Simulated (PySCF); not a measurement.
**The first ionisation energy along the 4p block**

Calculated with PySCF 2.14 from differences of total energies of unrestricted determinants, without spin-orbit coupling. Values in eV. The last column holds reference values (NIST; (s) semi-empirical, (t) theoretical, else measured). Unmarked ones compare directly (S terms, centres of terms, or small fine structure); those marked * lie between the lowest fine-structure levels and include a spin-orbit shift.

```
                           element                         configurations     UHF  MP2 (valence)  CCSD(T) (valence)     LDA    PBE0  r2SCAN  reference
Ga (aug-cc-pVTZ-DK, spin-free X2C)      [Ar] 3d10 4s2 4p1 → [Ar] 3d10 4s2   5.522          5.731              5.813   6.056   5.993   6.115      5.931
As (aug-cc-pVTZ-DK, spin-free X2C)  [Ar] 3d10 4s2 4p3 → [Ar] 3d10 4s2 4p2   9.412          9.900              9.901  10.025   9.940  10.083     10.008
Se (aug-cc-pVTZ-DK, spin-free X2C)  [Ar] 3d10 4s2 4p4 → [Ar] 3d10 4s2 4p3   8.541          9.242              9.392   9.883   9.621   9.666      9.635
Br (aug-cc-pVTZ-DK, spin-free X2C)  [Ar] 3d10 4s2 4p5 → [Ar] 3d10 4s2 4p4  10.717         11.570             11.614  12.073  11.794  11.852     11.844
Kr (aug-cc-pVTZ-DK, spin-free X2C)               [Kr] → [Ar] 3d10 4s2 4p5  13.044         14.023             13.947  14.329  14.070  14.143     14.222
```

Q: Fill in the row of Ge (aug-cc-pVTZ-DK, spin-free X2C) ([Ar] 3d10 4s2 4p2 → [Ar] 3d10 4s2 4p1).

A: UHF 7.403; MP2 (valence) 7.757; CCSD(T) (valence) 7.813; LDA 8.008; PBE0 7.915; r2SCAN 8.039; reference 7.925 (eV).

"Valence" correlates the outer s and p shells and, in groups 3 to 12 and the f block, the outer d or f shell, open or full, or the next shell where the ion has no valence electron left; the wider scheme adds the next inner shell.
